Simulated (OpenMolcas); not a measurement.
W4+ among 3 point charges of -1 e arranged as a planar triangle (D3h), 2.11 Å from the ion.
```
   2.1100    0.0000    0.0000  -1.00
  -1.0550    1.8273    0.0000  -1.00
  -1.0550   -1.8273    0.0000  -1.00
```

| Item | Value |
| --- | --- |
| Program | OpenMolcas |
| Method | CASSCF |
| Basis | ANO-RCC-VDZP [7s6p4d2f1g] |
| Scalar Hamiltonian | DKH2, point nucleus |
| Active space | 2 electrons in 5 orbitals (5d) |
| State averaging | 2S+1 = 3 even, 10 roots; 2S+1 = 1 even, 15 roots |
| Spin-orbit coupling | state interaction with AMFI integrals over the reference wave functions |

(1) What is the spin-free ground state (labels of D3, the rotations of D3h)?

(2) Where is the first state of the same spin?

(3) What are the lowest two levels with spin-orbit coupling?

(4) What is χT at 300 K, and how does it compare with the textbook value?

## Answers

(1) 3A2, 1-fold in its orbital part, 93 % from free-ion F terms; it has the highest spin that d2 allows.

(2) 3E at 865 cm-1 above the ground state.

(3) A 1-fold level A1, then a 2-fold level E 1568 cm-1 above it. Their leading multiplicities are 3 (94 %) and 3 (94 %).

(4) The lowest level has 2S+1 = 3, for which the spin-only value is χT = S(S+1) / 2 = 1.000 cm3 K/mol (g = 2). The computed 0.066 at 300 K differs by -0.934, through orbital momentum, spin-orbit coupling and any other state in reach.

Spin-orbit coupling mixes the spin-free states strongly: the lowest level takes only 54 % from its leading state, 3E, which lies 865 cm-1 above the lowest spin-free state. Without dynamic correlation the repulsion within the d shell is too large (B by tens of per cent), so at a given field states of lower spin stand too high. Point charges carry no covalency, so the field is a model and not that of real ligands. No measured value stands beside these numbers.
